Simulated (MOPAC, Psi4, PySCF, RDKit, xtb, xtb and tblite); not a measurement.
Two geometries of SMILES COc1cc[c]([GeH3])s1 (C₅H₈GeOS), singlet, relaxed at GFN2-xTB with one dihedral held; other torsions can differ between them too.

Structure A

```
16

C     -2.9925     0.7270     0.9107
O     -2.4497    -0.5139     0.4965
C     -1.1348    -0.5101     0.1994
C     -0.5588    -0.9619    -0.9471
C      0.8504    -0.9395    -0.8924
C      1.3519    -0.4743     0.2845
Ge     3.1898    -0.2374     0.8182
S      0.0738    -0.0701     1.3831
H     -2.4900     1.0937     1.8115
H     -4.0420     0.5396     1.1271
H     -2.9050     1.4760     0.1176
H     -1.1304    -1.2950    -1.7941
H      1.4820    -1.2478    -1.7085
H      3.5081    -1.0680     2.0165
H      4.0656    -0.6476    -0.3166
H      3.4604     1.1897     1.1631
```

Structure B

```
16

C      3.0096     0.7336     0.8648
O      2.4446    -0.5014     0.4875
C      1.1136    -0.5249     0.2996
C      0.3449    -1.6486     0.2331
C     -1.0057    -1.3586    -0.0461
C     -1.2755    -0.0321    -0.1921
Ge    -2.9500     0.8441    -0.5636
S      0.1727     0.9077     0.0007
H      2.5547     1.1117     1.7855
H      4.0692     0.5459     1.0250
H      2.8823     1.4801     0.0732
H      0.7401    -2.6357     0.3839
H     -1.7692    -2.1137    -0.1293
H     -3.2968     1.8134     0.5184
H     -4.0144    -0.1953    -0.6574
H     -2.8847     1.6030    -1.8483
```

Problem. Which is lower in energy at the level PBE0-D3(BJ)/def2-SVP // GFN2-xTB (Psi4), and by how much?

Solution. B is lower, by 5.94 kJ/mol (dihedral C1–O2–C3–S8: 60° in A, 20° in B).

E(B) − E(A) in kJ/mol at the other levels, on the same two geometries: GFN2-xTB (xtb and tblite) -7.92; PBE0/def2-SVP // GFN2-xTB (Psi4) -5.75; PBE/def2-SVP // GFN2-xTB (Psi4) -6.18; PBE-D3(BJ)/def2-SVP // GFN2-xTB (Psi4) -6.46; UFF // GFN2-xTB (RDKit) -17.63; PM7, restricted, heats of formation // GFN2-xTB (MOPAC) 0.45; PM6, restricted, heats of formation // GFN2-xTB (MOPAC) -2.63; GFN1-xTB // GFN2-xTB (xtb) -6.96; restricted B3LYP/6-31G*, spherical d, density fitting // GFN2-xTB (PySCF) -2.82; restricted Hartree-Fock/LANL2DZ, with its core potentials past Ne // GFN2-xTB (PySCF) 2.76; restricted MP2 (frozen core)/3-21G // GFN2-xTB (PySCF) 0.35; restricted M06-2X/6-31G*, spherical d, density fitting // GFN2-xTB (PySCF) -4.17.
